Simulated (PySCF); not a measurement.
**La (lanthanum, neutral): UHF calculation**

Configuration: [Xe] 5d2 6s1, high-spin 4F determinant (an excited configuration). Calculation: PySCF 2.14, in cc-pVDZ-X2C; scalar relativity by spin-free X2C-1e.

* Total energy: -8489.283817 hartree
* One-electron energy: -11577.3194 hartree
* Hartree (Coulomb) energy: 3290.7750 hartree
* Exchange energy: -202.7394 hartree
* ⟨S²⟩: 3.7612
* ⟨L²⟩: 12.090
* Sum of ⟨r⟩: 43.95 bohr
* Sum of ⟨r²⟩: 90.21 bohr²
* Langevin diamagnetic susceptibility: -71.4 ×10⁻⁶ cm³/mol

| shell | electrons | mean orbital energy (hartree) | spread (hartree) | rms radius, mean of both spins (bohr) |
| --- | --- | --- | --- | --- |
| 1s β | 1 | -1437.52101 | 0 | 0.0286 |
| 1s α | 1 | -1437.52087 | 0 | 0.0286 |
| 2s α | 1 | -232.76455 | 0 | 0.116 |
| 2s β | 1 | -232.76118 | 0 | 0.116 |
| 2p α | 3 | -208.56323 | 0 | 0.104 |
| 2p β | 3 | -208.56054 | 0 | 0.104 |
| 3s α | 1 | -51.43182 | 0 | 0.303 |
| 3s β | 1 | -51.43023 | 0 | 0.303 |
| 3p α | 3 | -43.49823 | 0 | 0.303 |
| 3p β | 3 | -43.49723 | 0 | 0.303 |
| 3d α | 5 | -32.00529 | 0.00485 | 0.281 |
| 3d β | 5 | -32.00202 | 0.00127 | 0.281 |
| 4s α | 1 | -11.05298 | 0 | 0.694 |
| 4s β | 1 | -11.04676 | 0 | 0.694 |
| 4p α | 3 | -8.36163 | 0 | 0.737 |
| 4p β | 3 | -8.35645 | 0 | 0.737 |
| 4d α | 5 | -4.32581 | 0.01119 | 0.826 |
| 4d β | 5 | -4.31818 | 0.00488 | 0.826 |
| 5s α | 1 | -1.75705 | 0 | 1.68 |
| 5s β | 1 | -1.71737 | 0 | 1.68 |
| 5p α | 3 | -1.01438 | 0 | 1.95 |
| 5p β | 3 | -0.95020 | 0 | 1.95 |
| 5d α | 2 | -0.20248 | 0 | 3.36 |
| 6s α | 1 | -0.17723 | 0 | 5.16 |

Spin-orbit coupling, absent here, splits the open shell strongly.

Densities and radii are taken from the X2C orbitals without a picture-change correction, which distorts them close to the nucleus.

Spin-orbit constants ζ (cm⁻¹) from the X2C one-electron operator on these orbitals: bare nucleus, nucleus screened by l(l+1)(2l+1)/3 electrons, and screened by the Breit-Pauli mean field of the electrons.

```csv
shell,bare,screened nucleus,mean field
2p,2177000,2101000,n/a
3p,429900,414800,n/a
3d,66360,54720,n/a
4p,88430,85320,n/a
4d,11120,9173,n/a
5p,11520,11120,n/a
5d,596.8,492.1,n/a
```

To first order the Landé constant is A = 164.0 cm⁻¹, so the lowest level has J = 3/2 and lies 0.122 eV below the centre of the term. This holds in LS coupling only.
